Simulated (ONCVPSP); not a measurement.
# Before and after: ONCV potential for iridium

| Item | Value |
| --- | --- |
| Element | iridium (Ir) |
| Generator | ONCVPSP 4.0.1 |
| Type | optimised norm-conserving Vanderbilt (ONCV) |
| Functional | PW91 |
| Relativity | fully relativistic |
| Frozen core | [Xe] 4f14 |
| Valence charge | 9 |
| Reference configuration | 5d7 6s1.75 6p0.25 |
| Partial waves | 6s: rc 2.00 bohr, ncon 4, nbas 7, qcut 2.9 1/bohr, 3 projectors, debl 0.5 Ha; 6p: rc 3.75 bohr, ncon 4, nbas 7, qcut 1.9 1/bohr, 2 projectors, debl 2.5 Ha; 5d: rc 2.15 bohr, ncon 4, nbas 9, qcut 6.7 1/bohr, 3 projectors, debl 0.9 Ha |
| Local potential | polynomial inside 1.65 bohr (lpopt 1, dvloc0 0 Ha) |
| Core correction | none |

Open shells are filled in proportion to 2j + 1.

Change: p: nproj 1.

Cutoffs: the cutoffs (Ha) at which the residual kinetic energy of the hardest occupied pseudo-wave falls to 1 and 0.1 mHa per electron; they do not see the model core or the augmentation charge, which bear on the density cutoff. Errors are all-electron minus pseudo energies relative to the spin-unpolarised reference configuration.

Problem. Predict the effect on cutoff, ghosts and configuration errors.

Solution. The potential gets neither clearly harder nor softer (16 Ha and 30 Ha → 16 Ha and 30 Ha); both files keep a bound ghost (s); the lowest positive-energy flag moves from p3/2 at 63.5 eV to p3/2 at 2.1 eV; the errors of the 3 common tests hardly move.

| quantity | base | changed |
| --- | --- | --- |
| cutoff, loose | 16 Ha | 16 Ha |
| cutoff, tight | 30 Ha | 30 Ha |
| bound ghosts | s | s |
| GHOST(+) flags under 300 eV | p3/2 at 63.5 eV, p1/2 at 70.6 eV | p3/2 at 2.1 eV, p1/2 at 10.5 eV |
| tests with a reliable result | 3 of 4 | 3 of 4 |
| error for 5d7 6s2 6p0, meV [ΔE -1.28 eV] | +0.4 | +0.4 |
| error for 5d7 6s1 6p0, meV [ΔE 8.69 eV] | -0.6 | -0.6 |
| error for 5d7.5 6s1.5 6p0, meV [ΔE -1.56 eV] | -6.0 | -6.0 |
| s: phases at 2.03 bohr within 0.05 rad from the reference energy up to (Ha; the scan ends near 5) | to the end of the scan | to the end of the scan |
| p3/2: phases at 3.80 bohr within 0.05 rad from the reference energy up to (Ha; the scan ends near 5) | 0.8 | 0.1 |
| p1/2: phases at 3.80 bohr within 0.05 rad from the reference energy up to (Ha; the scan ends near 5) | 0.7 | 0.2 |
| d5/2: phases at 2.18 bohr within 0.05 rad from the reference energy up to (Ha; the scan ends near 5) | to the end of the scan | to the end of the scan |
| d3/2: phases at 2.18 bohr within 0.05 rad from the reference energy up to (Ha; the scan ends near 5) | to the end of the scan | to the end of the scan |

 A true bound ghost makes a file unfit for plane-wave use even where its test errors are small: the radial tests pick states by their node count and pass the ghost by.
